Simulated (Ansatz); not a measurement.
```xyz
11

B     0.1741   -1.4102   -1.5913
Si   -0.1756    0.1607   -0.4953
O    -0.9135    1.4555   -1.1758
Si   -0.1739    0.2735    1.8436
Cl    1.9117    0.0519   -1.0509
H     0.0914   -1.3092   -2.7766
H     0.5034   -2.4298   -1.0684
H    -0.8910    2.2933   -0.7097
H    -1.5569    0.0976    2.3620
H     0.7041   -0.7916    2.3881
H     0.3262    1.6083    2.2743
```

The species carries charge 0 and has multiplicity 1.

(1) List the ωB97M-V/def2-TZVPP orbital energies in eV (Ansatz 0.2.0). (Best estimate.)

Results:

(1) Ansatz gave: Occupied: -2772.14, -1808.08, -1807.19, -526.81, -262.52, -199.97, -199.90, -199.86, -187.90, -149.05, -148.32, -103.24, -103.15, -103.08, -102.43, -102.43, -102.42, -31.53, -25.95, -19.20, -18.16, -17.02, -15.18, -13.91, -13.48, -12.77, -12.55, -12.34, -12.06, -11.35, -11.07, -9.69. Lowest empty: 0.70, 1.17, 1.66, 2.03, 2.31, 3.08, 3.31, 3.68.
